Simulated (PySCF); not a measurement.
Job for PySCF: R-M06-2X/def2-TZVPP on H4N2Si (SMILES N[Si]N), a point of a torsion scan.

```python
from pyscf import gto, dft

mol = gto.M(
    atom='''
    N     1.53342600   -0.05790008   -0.09814215
    Si    0.68926066    0.25238146    1.37518942
    N     0.33842909   -1.37054739    1.81010362
    H     1.34385944   -0.85760809   -0.68788946
    H     1.90784069    0.70279301   -0.63993005
    H     0.58949143   -2.18302976    1.26239470
    H    -0.16985871   -1.61580603    2.64113452
    ''',
    basis='def2-tzvpp',
    charge=0, spin=0, verbose=4, max_memory=1800)
mf = dft.RKS(mol, xc='m062x').density_fit(auxbasis='def2-universal-jkfit')
mf.grids.level = 4
mf.conv_tol = 1e-9
mf.max_cycle = 150
mf.kernel()
mf.dip_moment()
```

Problem. Predict the final total energy.

Solution. -401.4318 hartree.
